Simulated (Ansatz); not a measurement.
The same substitution along the group F, Cl, Br, I.

Gas-phase electronic energies from Ansatz, PBE0-D4/def2-TZVP geometries. CCSD(T)/CBS is the MP2 limit (def2-TZVPP, def2-QZVPP) plus CCSD(T) − MP2 in def2-TZVPP, frozen cores. Functionals use def2-TZVPP. Elements past krypton have def2 core potentials. For Br, Ge, I outer-core shells are correlated without core-valence functions, which leaves a few kJ/mol of doubt a bond. Scalar relativity is left out up to krypton. One conformer a species, not always the lowest.

| reaction | MP2/CBS(def2) (kcal/mol) | HF/CBS(def2) (kcal/mol) | PBE-D4 (kcal/mol) | r2SCAN-D4 (kcal/mol) | CCSD(T)/CBS(def2) (kcal/mol) |
| --- | --- | --- | --- | --- | --- |
| `[CH3][GeH2][F]` + `NC1(O)C=N1` → `CNC1(O)C=N1` + `[F][GeH3]` | 19.0 | 15.7 | 17.0 | 17.8 | 18.0 |
| `[CH3][GeH2][Cl]` + `NC1(O)C=N1` → `CNC1(O)C=N1` + `[Cl][GeH3]` | 18.9 | 15.3 | 16.7 | 17.4 | 17.6 |
| `[CH3][GeH2][Br]` + `NC1(O)C=N1` → `CNC1(O)C=N1` + `[GeH3][Br]` | 19.0 | 15.2 | 16.6 | 17.3 | 17.6 |
| `[CH3][GeH2][I]` + `NC1(O)C=N1` → `CNC1(O)C=N1` + `[GeH3][I]` | 19.0 | 14.9 | 16.3 | 17.0 | 17.5 |

Largest T1 diagnostic: 0.012, for `NC1(O)C=N1`.
